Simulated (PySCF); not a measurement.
Compound: C2H5F3OSi.
Bonds: F1–C2, C2–F3, C2–F4, C2–C5, C5–O6, O6–Si7. Hydrogens: H8, H9 on C5; H10, H11, H12 on Si7.

Torsions of this conformer, `[F:1][C:2]([F:3])([F:4])[CH2:5][O:6][SiH3:7]`: F1–C2–C5–O6 180°, C2–C5–O6–Si7 175°.

The closed-shell ground state was solved at several levels (PySCF, density fitting, gas phase, non-relativistic). Geometry: PBE0-D3(BJ)/def2-SVP, one conformer, isolated molecule.

| level | basis functions | total energy (Eh) | HOMO (eV) | LUMO (eV) | gap (eV) | dipole (D) |
| --- | --- | --- | --- | --- | --- | --- |
| PBE0/def2-SVPD | 196 | -742.5153 | -8.79 | -0.22 | 8.57 | 2.70 |
| KT2/pcSseg-2 | 329 | -752.5003 | -7.37 | -1.27 | 6.10 | 2.54 |

Problem. Estimate the row for PBE0/pcSseg-1, a basis of 151 functions; the other rows only guide the guess.

Solution. Total energy -742.8705 Eh, HOMO -8.74 eV, LUMO 0.03 eV, gap 8.77 eV, dipole 2.69 D.

Problem. Over all these levels, which gives the widest orbital gap and which the narrowest?

Solution. PBE0/pcSseg-1 (global hybrid, 25 % exact exchange) has the widest, 8.77 eV, and KT2/pcSseg-2 (GGA) the narrowest, 6.10 eV. Functional and basis both differ between the two, so the spread mixes both effects.

Problem. How far do the dipole and the HOMO energy spread over the levels?

Solution. The dipole runs from 2.54 to 2.70 D (mean 2.64 D) and the HOMO from -8.79 to -7.37 eV.
